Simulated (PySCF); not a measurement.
## How methods differ on the ionisation energy of Ga(2+)

Ga(2+) [Ar] 3d10 4s1 (2S) → Ga(3+) [Ar] 3d10 (1S), as a difference of total energies. Computed with PySCF 2.14 in def2-TZVP, with the non-relativistic Hamiltonian (point nucleus). The calculations carry no spin-orbit coupling.

| method | ionisation energy (eV) | difference from reference (eV) |
| --- | --- | --- |
| UHF | 29.183 | -1.543 |
| TPSS | 30.653 | -0.073 |
| PBE0 | 30.657 | -0.069 |

Reference: 30.726 eV (measured; NIST Atomic Spectra Database, ionization energies).

These non-relativistic numbers lack the scalar-relativistic shift.
